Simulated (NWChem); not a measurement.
Atomisation of C₅H₃Cl

SMILES: C#CC(Cl)=C=C
```xyz
9

C      1.6251     2.1442     0.0000
C      0.9054     1.1516     0.0000
C      0.0617     0.0087     0.0000
Cl    -1.6839     0.3304     0.0000
C      0.4940    -1.2477     0.0000
C      0.9328    -2.4858     0.0000
H      2.2610     3.0185     0.0000
H      1.1257    -3.0307     0.9423
H      1.1257    -3.0307    -0.9423
```
Charge 0, spin multiplicity 1.

Program: NWChem. Structure: optimised with PBE/def2-SVP, a minimum by its harmonic frequencies. It is one conformer; others weren't searched.

Basis set: def2-SVP. The atomisation energy is electronic alone: no zero-point, thermal, spin-orbit or counterpoise terms. No value is extrapolated to the basis-set limit. Free atoms are single determinants with multiplicities C 3, Cl 2, H 2. Correlated methods freeze the same cores in atoms and molecule, 10 orbitals in all.

```
method                        atomisation energy (kcal/mol)  relative cost
----------------------------  -----------------------------  -------------
HF                                                    693.3              1
LC-wPBE (omega 0.3 per bohr)                          990.7             20
BHandHLYP                                             926.5        under 3
M06-2X                                                976.7              3
B3LYP                                                 967.9        under 3
PBE                                                  1019.8        under 3
PBE0                                                  988.4        under 3
MP2                                                   951.2        under 3
```

The values span 326.5 kcal/mol, from HF (lowest) to PBE (highest). Relative cost: rough, from shared machines, SCF included, HF = 1. Costs are the molecule's.

B3LYP has NWChem's definition, with VWN1-RPA local correlation. GW and range-separated runs recompute their integrals, the others keep them in memory, which bears on the times. The structure started from a generated list of species. No SCF solution was tested for a lower state. Open-shell Hartree-Fock references start from PBE0 orbitals; any time given for them includes that run.
